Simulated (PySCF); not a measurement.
## UHF on C⁺ (carbon, charge +1)

Configuration: [He] 2s1 2p1 3d1, one real determinant (an excited configuration). All numbers are calculated (PySCF 2.14, no relativity, point nucleus, in dyall-av3z (15s9p3d2f, 71 functions)).

```
Total energy                                                  : -36.454190 hartree
One-electron energy                                           : -45.3007 hartree
Hartree (Coulomb) energy                                      : 13.4514 hartree
Exchange energy                                               : -4.6049 hartree
Kinetic energy                                                : 36.57214 hartree
⟨S²⟩                                                          : 3.7500
⟨L²⟩                                                          : 8.009
Sum of ⟨r⟩                                                    : 7.084 bohr
Sum of ⟨r²⟩                                                   : 20.96 bohr²
Traceless quadrupole moment −½Σ⟨3z² − r²⟩ along its main axis : 3.76 e·bohr²
Density at the nucleus (Gaussians lack the cusp)              : 125 bohr⁻³
Spin density at the nucleus                                   : 4.05 bohr⁻³
Langevin diamagnetic susceptibility                           : -16.6 ×10⁻⁶ cm³/mol
```

```json
{"shell": "1s α", "electrons": "1", "mean orbital energy (hartree)": "-12.35674", "rms radius, mean of both spins (bohr)": "0.311"}
{"shell": "1s β", "electrons": "1", "mean orbital energy (hartree)": "-12.24860", "rms radius, mean of both spins (bohr)": "0.311"}
{"shell": "2s α", "electrons": "1", "mean orbital energy (hartree)": "-1.54103", "rms radius, mean of both spins (bohr)": "1.48"}
{"shell": "2p α", "electrons": "1", "mean orbital energy (hartree)": "-1.24477", "rms radius, mean of both spins (bohr)": "1.45"}
{"shell": "3d α", "electrons": "1", "mean orbital energy (hartree)": "-0.21652", "rms radius, mean of both spins (bohr)": "4.06"}
```

⟨L²⟩ = 8.01 against 12 for a pure F term, so this real determinant mixes terms. The outer electron is Rydberg-like, and this basis confines it to a smaller radius and binds it less than a complete one would.

Spin-orbit constants ζ (cm⁻¹) from the X2C one-electron operator on these orbitals (non-relativistic here): bare nucleus, nucleus screened by l(l+1)(2l+1)/3 electrons, and screened by the Breit-Pauli mean field of the electrons.

| shell | bare | screened nucleus | mean field |
| --- | --- | --- | --- |
| 2p | 95.59 | 63.73 | 52.77 |
| 3d | 1.507 | 0.5023 | 0.4351 |

To first order the Landé constant is A = 5.960 cm⁻¹, so the lowest level has J = 3/2 and lies 0.00443 eV below the centre of the term. This holds in LS coupling only.
